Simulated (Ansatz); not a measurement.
I4Zr (SMILES [I][Zr]([I])([I])[I]), singlet, at a GFN2-xTB geometry (such geometries of metal compounds can be far from the true shape) (core potentials on I, Zr); R2SCAN/def2-TZVP run with Ansatz (a first-principles code).

Input for Ansatz:
Ansatz 0.2 input:
```yaml
crystal:
  periodic: [false, false, false]
  atoms:
    - {symbol: Zr, position_ang: [-0.00000000, 0.00000000, -0.00000000]}
    - {symbol: I, position_ang: [2.18545725, -0.64946479, -1.61123517]}
    - {symbol: I, position_ang: [0.86527892, 0.40345503, 2.62347539]}
    - {symbol: I, position_ang: [-1.19847694, 2.33403420, -0.95396228]}
    - {symbol: I, position_ang: [-1.85225923, -2.08802445, -0.05827794]}
basis:
  gaussian:
    orbitals: def2-TZVP
    point_charges:
      - {charge: -1.0, position_ang: [0.2211, -5.0357, -2.8526]}
hamiltonian:
  xc: r2scan
```

Write the output that Ansatz gives for this input, abridged.


```
Functional definition: r2SCAN
1789 factors; their error is unknown
mean field evaluation 1: about -33705.2208 eV, gradient 1.7e1 eV
mean field evaluation 2: about -33704.0478 eV, gradient 3.0e1 eV
mean field evaluation 4: about -33705.9504 eV, gradient 3.7e0 eV
mean field evaluation 8: about -33705.9624 eV, gradient 1.5e-1 eV
mean field evaluation 16: about -33705.9624 eV, gradient 1.2e-5 eV
mean field -33705.96241298 eV, -1238.6712719552 hartree, gradient 1.2e-5 eV, S^2 0.000000; 0 other end points of the search recorded, 0 dependent functions left out
reference -33705.96242628 eV, -1238.6712724439 hartree; 56, 56 occupied and 184, 184 virtual orbitals, 1789 factors
Total energy: -33705.96242628 eV, -1238.6712724439 hartree
```
